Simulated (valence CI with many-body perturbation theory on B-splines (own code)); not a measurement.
# Energy levels of Dy⁵²⁺

Computed by valence CI with perturbative core correlation (CI+MBPT): four valence electrons over a frozen Dirac-Fock core [Ne], a basis of 11 s, 11 p, 10 d, 8 f, 5 g, 2 h functions for each j, with the one-electron correlation potential Σ1, the two-electron term Σ2, the three-electron term Σ3, Breit, model QED; selected CI, second order for the rest, scaled by the run's own slope (own B-spline code, finite nucleus).

The last digits are not significant, and no measured levels were compared; by estimate large intervals hold to a few tenths of a per cent, small ones and those within an open d or f shell to about a per cent. Among the levels kept, up to 590 cm⁻¹ of a level comes from second order outside the variational space, and about a tenth of that is noise between levels of different J, which matters for small intervals.

Levels 46 to 90 of 178, with energies above the lowest level, (3s^2 3p1/2^2) J=0. "Leading %" is the weight of the configuration and term that name the level; weights of strongly mixed levels are sums over their largest components and can fall short. In the jj column 3d3/2^4 stands for four electrons in 3d with j = 3/2. Lifetimes count E1, E2, E3, M1 and M2 decay at the calculated energies, and are blank where another channel may lead or the interval is too uncertain; long ones can be off by a factor of two.

```tsv
No.	Configuration	Term	J	E (× 10³ cm⁻¹)	Leading %	Lifetime	g	Leading jj
46	3s 3p2 3d	3D	1	6292.5	56	611 fs	0.928	3s 3p1/2 3p3/2 3d3/2 (74 %)
47	3s 3p2 3d	3G	5	6293.3	55	65.9 ps	1.279	3s 3p1/2 3p3/2 3d5/2 (98 %)
48	3s 3p2 3d	3F	2	6341.4	35	522 fs	0.944	3s 3p1/2 3p3/2 3d3/2 (76 %)
49	3s 3p2 3d	3P	0	6342.7	63	688 fs		3s 3p1/2 3p3/2 3d3/2 (61 %)
50	3s 3p2 3d	3F	3	6361.1	45	3.50 ps	1.242	3s 3p1/2 3p3/2 3d5/2 (90 %)
51	3s 3p2 3d	3D	3	6434.6	62	2.46 ps	1.294	3s 3p1/2 3p3/2 3d5/2 (91 %)
52	3s 3p2 3d	3P	1	6438.7	45	1.33 ps	1.158	3s 3p1/2 3p3/2 3d5/2 (67 %)
53	3s 3p3	1P°	1	6445.2	39	481 fs	1.195	3s 3p3/2^3 (96 %)
54	3s 3p2 3d	1G	4	6452.2	40	5.78 ps	1.162	3s 3p1/2 3p3/2 3d5/2 (88 %)
55	3s 3p2 3d	1D	2	6468.2	32	2.16 ps	1.133	3s 3p1/2 3p3/2 3d5/2 (82 %)
56	3s 3p2 3d	3D	3	6536.9	37	1.26 ps	1.189	3s 3p1/2 3p3/2 3d5/2 (91 %)
57	3s 3p2 3d	3F	4	6553.8	44	1.74 ps	1.139	3s 3p1/2 3p3/2 3d5/2 (90 %)
58	3s 3p2 3d	3D	1	6573.8	42	2.34 ps	0.879	3s 3p1/2 3p3/2 3d5/2 (91 %)
59	3s 3p2 3d	3P	1	6658.2	33	1.93 ps	1.373	3s 3p1/2 3p3/2 3d5/2 (90 %)
60	3s 3p2 3d	1F	3	6669.3	37	1.12 ps	1.080	3s 3p1/2 3p3/2 3d5/2 (86 %)
61	3s 3p2 3d	3D	2	6674.6	28	901 fs	1.102	3s 3p1/2 3p3/2 3d5/2 (65 %)
62	3s 3p2 3d	3P	0	6689.8	43	1.37 ps		3s 3p1/2 3p3/2 3d5/2 (76 %)
63	3s2 3d2	3F	2	6696.0	33	430 fs	0.891	3s^2 3d3/2^2 (56 %)
64	3s 3p2 3d	3P	2	6733.4	31	662 fs	1.165	3s 3p1/2 3p3/2 3d5/2 (86 %)
65	3s2 3d2	3P	0	6860.0	57	303 fs		3s^2 3d3/2^2 (70 %)
66	3s2 3d2	3F	3	6996.1	80	592 fs	1.092	3s^2 3d3/2 3d5/2 (80 %)
67	3s2 3d2	1G	4	7064.9	52	806 fs	1.106	3s^2 3d3/2 3d5/2 (82 %)
68	3s2 3d2	3P	2	7073.8	41	543 fs	1.203	3s^2 3d3/2 3d5/2 (78 %)
69	3s2 3d2	3P	1	7096.7	80	554 fs	1.506	3s^2 3d3/2 3d5/2 (80 %)
70	3p3 3d	3F°	2	7194.2	18	4.27 ps	0.959	3p1/2^2 3p3/2 3d3/2 (76 %)
71	3p3 3d	3P°	0	7274.6	51	2.72 ps		3p1/2^2 3p3/2 3d3/2 (84 %)
72	3p3 3d	3F°	3	7304.0	26	1.87 ps	1.083	3p1/2^2 3p3/2 3d3/2 (86 %)
73	3p3 3d	3D°	1	7311.3	31	1.86 ps	1.101	3p1/2^2 3p3/2 3d3/2 (90 %)
74	3s2 3d2	3F	4	7348.9	52	3.13 ps	1.167	3s^2 3d5/2^2 (83 %)
75	3s 3p 3d2	5G°	2	7392.4	59	2.45 ps	0.529	3s 3p1/2 3d3/2^2 (83 %)
76	3s2 3d2	1D	2	7422.1	42	2.34 ps	1.214	3s^2 3d5/2^2 (88 %)
77	3p4	1D	2	7474.0	44	802 fs	1.142	3p1/2 3p3/2^3 (63 %)
78	3s 3p 3d2	5G°	3	7500.4	35	2.46 ps	0.993	3s 3p1/2 3d3/2^2 (87 %)
79	3p4	3P	1	7509.5	81	524 fs	1.403	3p1/2 3p3/2^3 (81 %)
80	3s2 3d2	1S	0	7587.9	62	2.60 ps		3s^2 3d5/2^2 (79 %)
81	3p3 3d	3F°	4	7660.7	43	2.33 ps	1.238	3p1/2^2 3p3/2 3d5/2 (89 %)
82	3s 3p2 3d	3D	2	7677.2	21	653 fs	1.343	3s 3p3/2^2 3d3/2 (78 %)
83	3s 3p2 3d	3F	3	7678.1	26	880 fs	1.306	3s 3p3/2^2 3d3/2 (87 %)
84	3s 3p 3d2	5D°	0	7680.0	59	779 fs		3s 3p1/2 3d3/2^2 (80 %)
85	3s 3p2 3d	3P	1	7682.0	32	699 fs	1.665	3s 3p3/2^2 3d3/2 (92 %)
86	3p3 3d	3P°	2	7701.3	19	2.13 ps	1.248	3p1/2^2 3p3/2 3d5/2 (81 %)
87	3s 3p 3d2	5F°	1	7710.2	48	578 fs	0.369	3s 3p1/2 3d3/2^2 (89 %)
88	3s 3p 3d2	5D°	1	7750.3	38	1.00 ps	1.489	3s 3p1/2 3d3/2^2 (87 %)
89	3s 3p2 3d	3F	4	7750.9	48	844 fs	1.218	3s 3p3/2^2 3d3/2 (89 %)
90	3s 3p 3d2	5F°	2	7752.1	32	566 fs	1.128	3s 3p1/2 3d3/2^2 (76 %)
```
